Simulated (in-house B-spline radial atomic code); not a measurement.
Response of Ta5+ as one setting changes: the share of exact exchange in a PBE hybrid. A dash marks a strongly mixed or unbound state. Computed with a B-spline radial code for spherical atoms: linear response of the closed shell [Xe] 4f14 with the functional's adiabatic kernel; scalar-relativistic (spin-free one-electron X2C), finite nucleus, no spin-orbit coupling, no double excitations, S, P, D and F terms only; shells from n = 3 respond. Only terms of natural parity with L up to 3 were computed.

Spin-orbit coupling is strong here, so these LS terms don't match observed levels.

| share of exact exchange in a PBE hybrid | lowest 1P (eV) | lowest 3P, Tamm-Dancoff (eV) | minus highest occupied level (eV) | α (bohr³) |
| --- | --- | --- | --- | --- |
| 0 | 4f → 5d 29.947 | 4f → 5d 27.531 | 82.27 | 2.538 |
| 0.1 | 4f → 5d 30.41 | 4f → 5d 27.961 | 83.97 | 2.531 |
| 0.2 | 4f → 5d 30.87 | 4f → 5d 28.393 | 85.68 | 2.523 |
| 0.3 | ? | ? | ? | ? |
| 0.4 | ? | ? | ? | ? |
| 0.5 | 4f → 5d 32.24 | 4f → 5d 29.690 | 90.87 | 2.504 |
| 0.6 | 4f → 5d 32.69 | 4f → 5d 30.12 | 92.63 | 2.497 |
| 0.7 | 4f → 5d 33.14 | 4f → 5d 30.56 | 94.39 | 2.492 |
| 0.8 | 4f → 5d 33.59 | 4f → 5d 30.99 | 96.17 | 2.486 |
| 0.9 | 4f → 5d 34.03 | 4f → 5d 31.43 | 97.95 | 2.481 |
| 1 | 4f → 5d 34.48 | 4f → 5d 31.87 | 99.75 | 2.476 |

(1) What belongs in the row for 0.4?

(2) What belongs in the row for 0.3?

## Answers

(1) lowest 1P (eV): 4f → 5d 31.78; lowest 3P, Tamm-Dancoff (eV): 4f → 5d 29.257; minus highest occupied level (eV): 89.13; α (bohr³): 2.51.

(2) lowest 1P (eV): 4f → 5d 31.33; lowest 3P, Tamm-Dancoff (eV): 4f → 5d 28.825; minus highest occupied level (eV): 87.40; α (bohr³): 2.516.
